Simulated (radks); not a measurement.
Spherical quantum dot in the effective-mass picture: electrons in a hard-walled sphere of radius 2.35, all in effective atomic units (hartree* = m*/eps^2 hartree, bohr* = eps/m* bohr), one dielectric constant everywhere. Calculated with a radial shooting solver with Libxc functionals: non-relativistic Kohn-Sham, r2SCAN, spin-polarised, spherical densities, generalised Kohn-Sham scheme. Levels are named by radial order and angular momentum (1s, 1p, 1d, 2s, ...), and open shells are averaged over m. Results are scaled to m* = 0.036 and eps = 14.3, for which hartree* = 4.791 meV and bohr* = 21.02 nm.

N = 13, configuration 1s2 1p6 1d(up 5, down 0). This is the lowest configuration that the search found. Occupied and some empty levels:

| level | occupation | eigenvalue (meV) | <r> (nm) |
|---|---|---|---|
| 1s up | 1 | 38.891 | 29.86 |
| 1s down | 1 | 39.629 | 29.31 |
| 1p up | 3 | 41.939 | 32.21 |
| 1p down | 3 | 42.872 | 31.97 |
| 1d up | 5 | 46.688 | 33.92 |
| 1d down | 0 | 47.772 | 33.83 |
| 1f up | 0 | 52.884 | 35.24 |
| 2s up | 0 | 53.128 | 22.84 |
| 2s down | 0 | 53.663 | 23.36 |
| 1f down | 0 | 54.076 | 35.22 |
| 2p up | 0 | 61.394 | 26.12 |
| 2p down | 0 | 62.008 | 26.22 |

Energy (meV): total 341.330, kinetic 141.32, external 0, Hartree 238.73, exchange-correlation -38.718.

Electron density:

| r (nm) | n(r) (e/nm^3) |
|---|---|
| 1.33 | 7.671e-06 |
| 3.79 | 8.392e-06 |
| 6.25 | 9.866e-06 |
| 8.72 | 0.00001216 |
| 11.2 | 0.00001536 |
| 13.6 | 0.00001954 |
| 16.1 | 0.00002467 |
| 18.6 | 0.00003056 |
| 21.0 | 0.00003682 |
| 23.5 | 0.00004303 |
| 26.0 | 0.00004825 |
| 28.4 | 0.00005163 |
| 30.9 | 0.00005228 |
| 33.3 | 0.00004953 |
| 35.8 | 0.00004319 |
| 38.3 | 0.00003385 |
| 40.7 | 0.00002289 |
| 43.2 | 0.00001251 |
| 45.7 | 4.615e-06 |
| 48.1 | 5.258e-07 |
